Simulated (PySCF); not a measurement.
# Radial density of C²⁺ (carbon, charge +2)

r2SCAN0, [He] 2s2, closed-shell 1S. Calculation: PySCF 2.14, in aug-cc-pVDZ-DK (4s3p2d, 23 functions); scalar relativity by spin-free X2C-1e.

```
r (bohr)  4πr²ρ (e/bohr)
 0.00555         0.04770
 0.00933          0.1289
  0.0157          0.3338
  0.0264          0.8279
  0.0444           1.883
  0.0747           3.720
   0.126           5.770
   0.211           6.010
   0.355           3.246
   0.598           1.079
    1.01           1.560
    1.69          0.9960
    2.85         0.08900
    4.79       0.0003174
    8.05       2.576e-05
```

Densities and radii are taken from the X2C orbitals without a picture-change correction, which distorts them close to the nucleus.
